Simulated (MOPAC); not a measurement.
Job for MOPAC: AM1 on CH4GeO2 (a complex), monomers drawn apart or pushed together.

```
AM1 1SCF PRECISE CHARGE=0 THREADS=1
CH4GeO2

O      0.50536963 1    -0.83131025 1    -0.63911488 1
C     -0.45256970 1    -0.62919458 1    -0.01865846 1
O     -1.41230485 1    -0.42745232 1     0.60109435 1
Ge     0.79907289 1     1.12237323 1     6.29630649 1
H     -0.01061486 1    -0.14827517 1     6.58743924 1
H      1.66395156 1     0.89761198 1     5.04452829 1
H      1.71829686 1     1.43410466 1     7.48663901 1
H     -0.15108883 1     2.30213653 1     6.05257196 1
```

Output:

```
*******************************************************************************
 **                                                                           **
 **                              MOPAC v23.2.5                                **
 **                                                                           **
 *******************************************************************************
 ** MOPAC's Digital Object Identifier: https://doi.org/10.5281/zenodo.6511958 **
 **                                                                           **
 ** Please cite the open-source release paper for use of this MOPAC version:  **
 ** J. E. Moussa and J. J. P. Stewart (2026)                                  **
 ** MOPAC: An open-source semiempirical molecular orbital program             **
 ** J. Open Source Softw., 11(119), 8025, https://doi.org/10.21105/joss.08025 **
 *******************************************************************************

                              AM1 CALCULATION RESULTS

 *******************************************************************************
 *  AM1        - The AM1 Hamiltonian to be used
 *
 *
 *
 *                 CHARGE ON SYSTEM = 0
 *
 *
 *
 *  PRECISE    - TIGHTER CRITERIA TO BE USED
 *  1SCF       - DO 1 SCF AND THEN STOP
 *  THREADS=1  - MULTI-THREADING NOT USED
 *  T=         - A TIME OF 172800.0 SECONDS REQUESTED
 *  DUMP=N     - RESTART FILE WRITTEN EVERY 7200.0 SECONDS REQUESTED
 *******************************************************************************
AM1 1SCF PRECISE CHARGE=0 THREADS=1
 CH4GeO2

   ATOM   CHEMICAL          X               Y               Z
  NUMBER   SYMBOL      (ANGSTROMS)     (ANGSTROMS)     (ANGSTROMS)

     1       O          0.50536963  *  -0.83131025  *  -0.63911488  *
     2       C         -0.45256970  *  -0.62919458  *  -0.01865846  *
     3       O         -1.41230485  *  -0.42745232  *   0.60109435  *
     4      Ge          0.79907289  *   1.12237323  *   6.29630649  *
     5       H         -0.01061486  *  -0.14827517  *   6.58743924  *
     6       H          1.66395156  *   0.89761198  *   5.04452829  *
     7       H          1.71829686  *   1.43410466  *   7.48663901  *
     8       H         -0.15108883  *   2.30213653  *   6.05257196  *



          CARTESIAN COORDINATES

    NO.       ATOM           X           Y           Z

     1         O          0.5054     -0.8313     -0.6391
     2         C         -0.4526     -0.6292     -0.0187
     3         O         -1.4123     -0.4275      0.6011
     4        Ge          0.7991      1.1224      6.2963
     5         H         -0.0106     -0.1483      6.5874
     6         H          1.6640      0.8976      5.0445
     7         H          1.7183      1.4341      7.4866
     8         H         -0.1511      2.3021      6.0526

  H: (AM1): M.J.S. DEWAR ET AL, J. AM. CHEM. SOC. 107 3902-3909 (1985)
  C: (AM1): M.J.S. DEWAR ET AL, J. AM. CHEM. SOC. 107 3902-3909 (1985)
  O: (AM1): M.J.S. DEWAR ET AL, J. AM. CHEM. SOC. 107 3902-3909 (1985)
 Ge: (AM1): M.J.S.Dewar and C.Jie, Organometallics, 8, 1544, (1989)

           Empirical Formula: C H4 O2 Ge  =     8 atoms



      MOLECULAR POINT GROUP   :   C1


      RHF CALCULATION, NO. OF DOUBLY OCCUPIED LEVELS = 12


 -------------------------------------------------------------------------------
 AM1 1SCF PRECISE CHARGE=0 THREADS=1
 CH4GeO2



     1SCF WAS SPECIFIED, SO BFGS WAS NOT USED
     SCF FIELD WAS ACHIEVED


                              AM1 CALCULATION
                                                       MOPAC v23.2.5 Linux




          FINAL HEAT OF FORMATION =        -47.99636 KCAL/MOL =    -200.81678 KJ/MOL


          COSMO AREA              =        145.95 SQUARE ANGSTROMS
          COSMO VOLUME            =        115.28 CUBIC ANGSTROMS

          IONIZATION POTENTIAL    =         11.525303 EV
          HOMO LUMO ENERGIES (EV) =        -11.525  0.877
          NO. OF FILLED LEVELS    =         12
          MOLECULAR WEIGHT        =        120.6314         POINT GROUP:  C1

          MOLECULAR DIMENSIONS (Angstroms)

            Atom       Atom       Distance
            H     7    O     1     8.52239
            H     8    H     5     2.50910
            H     6    O     3     2.38559


          SCF CALCULATIONS        =          1





   ATOM   CHEMICAL          X               Y               Z
  NUMBER   SYMBOL      (ANGSTROMS)     (ANGSTROMS)     (ANGSTROMS)

     1       O          0.50536963  *  -0.83131025  *  -0.63911488  *
     2       C         -0.45256970  *  -0.62919458  *  -0.01865846  *
     3       O         -1.41230485  *  -0.42745232  *   0.60109435  *
     4      Ge          0.79907289  *   1.12237323  *   6.29630649  *
     5       H         -0.01061486  *  -0.14827517  *   6.58743924  *
     6       H          1.66395156  *   0.89761198  *   5.04452829  *
     7       H          1.71829686  *   1.43410466  *   7.48663901  *
     8       H         -0.15108883  *   2.30213653  *   6.05257196  *

                             CARTESIAN COORDINATES

   1    O        0.505369630    -0.831310250    -0.639114880
   2    C       -0.452569700    -0.629194580    -0.018658460
   3    O       -1.412304850    -0.427452320     0.601094350
   4   Ge        0.799072890     1.122373230     6.296306490
   5    H       -0.010614860    -0.148275170     6.587439240
   6    H        1.663951560     0.897611980     5.044528290
   7    H        1.718296860     1.434104660     7.486639010
   8    H       -0.151088830     2.302136530     6.052571960


           Empirical Formula: C H4 O2 Ge  =     8 atoms



      MOLECULAR POINT GROUP   :   C1


                  EIGENVALUES
 -42.05487 -40.53944 -22.67301 -18.81624 -18.81621 -18.03637 -15.87561 -13.31239
 -13.31235 -11.54953 -11.54358 -11.52530   0.87746   0.90465   0.91104   1.14591
   1.14593   2.36108   3.01494   6.61819


              NET ATOMIC CHARGES AND DIPOLE CONTRIBUTIONS

  ATOM NO.   TYPE          CHARGE      No. of ELECS.   s-Pop       p-Pop
    1          O          -0.204561        6.2046     1.90068     4.30388
    2          C           0.410229        3.5898     1.22219     2.36758
    3          O          -0.205668        6.2057     1.90101     4.30466
    4         Ge          -0.005289        4.0053     0.94918     3.05611
    5          H           0.001807        0.9982     0.99819
    6          H          -0.000176        1.0002     1.00018
    7          H           0.001671        0.9983     0.99833
    8          H           0.001987        0.9980     0.99801
 DIPOLE           X         Y         Z       TOTAL
 POINT-CHG.    -0.003     0.002     0.008     0.009
 HYBRID         0.007    -0.001    -0.005     0.008
 SUM            0.004     0.001     0.004     0.006


          ATOMIC ORBITAL ELECTRON POPULATIONS

     Atom    s        px        py        pz
    1  O   1.90068   1.23516   1.60765   1.46107
    2  C   1.22219   0.83138   0.75271   0.78349
    3  O   1.90101   1.23342   1.60859   1.46265
    4 Ge   0.94918   1.01827   1.01923   1.01861
    5  H   0.99819
    6  H   1.00018
    7  H   0.99833
    8  H   0.99801

 **********************
 *                    *
 * JOB ENDED NORMALLY *
 *                    *
 **********************




 == MOPAC DONE ==
```

The run finished.

Cost: around 0.04 core-seconds (rough).
